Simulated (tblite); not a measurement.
C2H8N2Si2.
SMILES with atom numbers: `[N:1]#[C:2][SiH2:3][CH2:4][NH:5][SiH3:6]` (hydrogens: H7, H8 on Si3; H9, H10 on C4; H11 on N5; H12, H13, H14 on Si6)

Structure used (GFN2-xTB), in Å, numbered top down from 1:
```
atom  x, y, z in Å
N1     3.9344    1.1013    1.2885
C2     3.0489    0.4155    1.0466
Si3    1.6047   -0.7025    0.6520
C4     0.2794    0.3823   -0.1897
N5    -0.8831   -0.4196   -0.5191
Si6   -2.4819    0.2164   -0.5543
H7     1.1292   -1.2761    1.9100
H8     2.1095   -1.7208   -0.2764
H9     0.6858    0.8840   -1.0799
H10   -0.0474    1.1765    0.4843
H11   -0.6539   -1.1614   -1.1627
H12   -2.7074    0.7723    0.7807
H13   -3.3129   -0.9457   -0.8531
H14   -2.7060    1.2774   -1.5491
```

Computed with GFN2-xTB (tblite): harmonic, unscaled wavenumbers at the GFN2-xTB geometry, gas phase. Errors from tens to a few hundred cm⁻¹ against measured bands are possible. Modes of hydrogen on silicon can be 10 to 20 % off. One conformer, not necessarily the lowest.

Harmonic wavenumbers (cm⁻¹): 43.9, 52.0, 75.5, 136.5, 215.7, 241.2, 265.8, 332.4, 448.0, 485.5, 553.4, 565.0, 599.5, 615.5, 706.7, 742.9, 748.4, 763.2, 777.0, 806.2, 826.5, 860.8, 1140.1, 1145.5, 1263.0, 1374.3, 1472.0, 2180.9, 2233.5, 2255.7, 2280.5, 2289.5, 2350.7, 2846.2, 2969.6, 3449.3.

A = 8423, B = 763.6, C = 724.0 MHz; mass 116.023 u (most abundant isotopes); point group C1, symmetry number 1.

Q: What is the zero-point energy?

A: Half the sum of the wavenumbers: 20056 cm⁻¹ = 57.34 kcal/mol.

Q: Entropy at 350 K, 1 bar (ideal gas, RRHO, classical rotation)?

A: Translation 40.98, rotation 29.10, vibration 33.56: S = 103.7 cal/(mol K).

Q: And Cp and H(350 K) − H(0)?

A: Cp = 39.82 cal/(mol K), of which vibrations give 31.88 (their classical limit is 36 R = 71.5); H(350 K) − H(0) = 8.70 kcal/mol without the zero-point energy, 5.92 from vibrations.

Q: What must be added to the electronic energy to get the Gibbs energy at 350 K and 1 bar?

A: ZPE + [H(350 K) − H(0)] − T·S = 57.34 + 8.70 − 36.28 = 29.76 kcal/mol.

Q: Blend soft modes into free rotors: weight 1/[1 + (100 cm⁻¹/ν̃)⁴] for the oscillator and the rest for a rotor with moment μB/(μ + B), μ = h/(8π²ν), B = 10⁻⁴⁴ kg m². What vibrational entropy results?

A: 29.89 cal/(mol K) in place of 33.56, which changes −T·S at 350 K by +1.28 kcal/mol.

Q: Which modes carry the vibrational entropy at 350 K?

A: 43.9 cm⁻¹: 5.39; 52.0 cm⁻¹: 5.06; 75.5 cm⁻¹: 4.32; 136.5 cm⁻¹: 3.16; 215.7 cm⁻¹: 2.29; 241.2 cm⁻¹: 2.08 cal/(mol K); the other 30 give 11.26 together.

Q: How do the functions run with temperature in this model?

A: 
| T (K) | S (cal/(mol K)) | Cp (cal/(mol K)) | H − H(0) (kcal/mol) | G − H(0) (kcal/mol) | ln q(vib) |
| --- | --- | --- | --- | --- | --- |
| 50 | 58.7 | 13.7 | 0.53 | -2.41 | 0.73 |
| 100 | 69.6 | 18.2 | 1.33 | -5.63 | 2.07 |
| 298.15 | 97.6 | 36.0 | 6.73 | -22.36 | 7.11 |
| 373.15 | 106.2 | 41.3 | 9.64 | -30.01 | 8.94 |
| 500 | 119.4 | 48.2 | 15.34 | -44.34 | 11.93 |
| 750 | 140.8 | 57.5 | 28.65 | -76.96 | 17.32 |
| 1000 | 158.3 | 63.6 | 43.85 | -114.42 | 22.11 |

q(vib) and H(0) count from the zero-point level.

Hindered rotation and anharmonicity are outside this model. Other conformers, if any are populated, would add a mixing term that is left out. The structure is chiral; the term R ln 2 for an equal mix with its mirror image is left out.

The run took 0.42 s on Arm Neoverse V1, one thread, no GPU (shared host). The figure is for the frequency step alone.
